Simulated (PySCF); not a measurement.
C2H5BN2, SMILES NB1CN=C1.

Geometry: PBE0-D3(BJ)/def2-SVP. This is a generated structure with no PubChem entry under its InChIKey; it may be hypothetical. The values are those of a single conformer.

Method: PySCF with CAM-B3LYP/def2-TZVP.

Gas-phase values at a fixed geometry.

Computed frontier levels, gap, dipole moment and polarisability:
```yaml
highest_occupied_level: -8.32 eV
lowest_empty_level: 0.22 eV
orbital_gap: 8.54 eV
dipole_moment: 3.94 D
quadrupole, principal values (traceless, Buckingham form, about the centre of nuclear charge): -2.93, -1.24, 4.17 D·Å
mean_static_polarisability: 49.2 bohr³ (7.29 Å³)
polarisability_principal_values: 35.6, 53.2, 58.9 bohr³
```
